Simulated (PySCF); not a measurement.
Output of ΔSCF core-hole calculations on `[SiH3]Cc1cncn1[SiH3]`.

Level of theory: delta-SCF UKS SCAN, pcX-2 on the ionised atom, pcseg-1 elsewhere, spin-free X2C in PySCF 2.14.0. The program numbers atoms from 0. The cycles run on a coarse integration grid; for E(ground) and E(ion) the exchange–correlation energy is redone on a finer one, so they differ from the last cycle, and only they enter the binding energy.

Atom n of the output is atom n + 1 of `[SiH3:1][CH2:2][c:3]1[cH:4][n:5][cH:6][n:7]1[SiH3:8]`.

```
ground state, core basis on atom 4 (N), 201 functions
  cycle   1  E = -847.96908818  |g| = 7.44e-02
  cycle   2  E = -847.96893786  |g| = 3.27e-02
  cycle   3  E = -847.96877596  |g| = 4.23e-02
  cycle   4  E = -847.96917614  |g| = 4.74e-03
  cycle   5  E = -847.96918085  |g| = 1.18e-03
  cycle   6  E = -847.96918176  |g| = 4.11e-04
  E(ground) = -848.04742496 Eh
hole in N 1s of atom 4
  cycle   1  E = -832.40164763  |g| = 1.86e+00
  cycle   2  E = -831.20517081  |g| = 2.35e+00
  cycle   3  E = -832.84213825  |g| = 7.55e-01
  cycle   4  E = -832.94280781  |g| = 5.90e-01
  ...
  cycle  11  E = -833.12387010  |g| = 1.05e-03
  cycle  12  E = -833.12387470  |g| = 5.39e-04
  cycle  13  E = -833.12387412  |g| = 3.11e-04
  E(ion) = -833.20078942 Eh   <S^2> = 0.7776   hole on atom = 1.000
```

Problem. What is the N 1s binding energy of atom 4?

Solution. (-833.200789 − (-848.047425)) Eh × 27.2114 eV/Eh = 404.00 eV, for the pyridine-type nitrogen.

```
ground state, core basis on atom 0 (Si), 212 functions
  cycle   1  E = -847.98270428  |g| = 4.96e-01
  cycle   2  E = -847.85317657  |g| = 8.40e-01
  cycle   3  E = -848.03792217  |g| = 2.16e-01
  cycle   4  E = -848.04813047  |g| = 7.21e-02
  cycle   5  E = -848.04929224  |g| = 2.71e-02
  cycle   6  E = -848.04945258  |g| = 1.06e-02
  cycle   7  E = -848.04948300  |g| = 2.68e-03
  cycle   8  E = -848.04948458  |g| = 1.21e-03
  cycle   9  E = -848.04948713  |g| = 1.84e-04
  E(ground) = -848.08699106 Eh
hole in Si 1s of atom 0
  cycle   1  E = -779.12192240  |g| = 4.35e+00
  cycle   2  E = -775.54359112  |g| = 2.93e+00
  cycle   3  E = -756.64166185  |g| = 4.68e+00
  cycle   4  E = -779.72105047  |g| = 8.63e-01
  ...
  cycle  11  E = -780.18623529  |g| = 1.76e-03
  cycle  12  E = -780.18623638  |g| = 5.47e-04
  cycle  13  E = -780.18623641  |g| = 2.34e-04
  E(ion) = -780.23133587 Eh   <S^2> = 0.7525   hole on atom = 1.000
```

Problem. What is the Si 1s binding energy of atom 0?

Solution. (-780.231336 − (-848.086991)) Eh × 27.2114 eV/Eh = 1846.45 eV, for the SiH3 silicon.

```
ground state, core basis on atom 7 (Si), 212 functions
  cycle   1  E = -848.05233267  |g| = 2.87e-01
  cycle   2  E = -848.05239302  |g| = 4.09e-02
  cycle   3  E = -848.05236527  |g| = 3.43e-02
  cycle   4  E = -848.05252967  |g| = 1.12e-02
  cycle   5  E = -848.05255647  |g| = 2.73e-03
  cycle   6  E = -848.05255921  |g| = 7.09e-04
  cycle   7  E = -848.05255843  |g| = 1.37e-04
  E(ground) = -848.09026564 Eh
hole in Si 1s of atom 7
  cycle   1  E = -779.08835534  |g| = 4.35e+00
  cycle   2  E = -774.77326395  |g| = 3.26e+00
  cycle   3  E = -759.86651675  |g| = 4.58e+00
  cycle   4  E = -779.77649548  |g| = 7.65e-01
  ...
  cycle  10  E = -780.14623065  |g| = 2.71e-03
  cycle  11  E = -780.14623405  |g| = 1.59e-03
  cycle  12  E = -780.14623480  |g| = 3.56e-04
  E(ion) = -780.19137012 Eh   <S^2> = 0.7523   hole on atom = 1.000
```

Problem. What is the Si 1s binding energy of atom 7?

Solution. (-780.191370 − (-848.090266)) Eh × 27.2114 eV/Eh = 1847.62 eV, for the SiH3 silicon.

The ground state is recomputed for each atom, because the flexible core basis sits on the ionised atom alone; energies of different blocks can't be mixed. Isolated species at its PBE0-D3(BJ)/def2-SVP geometry (one conformer only).

The values belong to the conformer `[SiH3:1][CH2:2][c:3]1[cH:4][n:5][cH:6][n:7]1[SiH3:8]`: Si1–C2–C3–C4 86°.
Labels such as C1 count atoms from 1, the log's own numbers from 0.
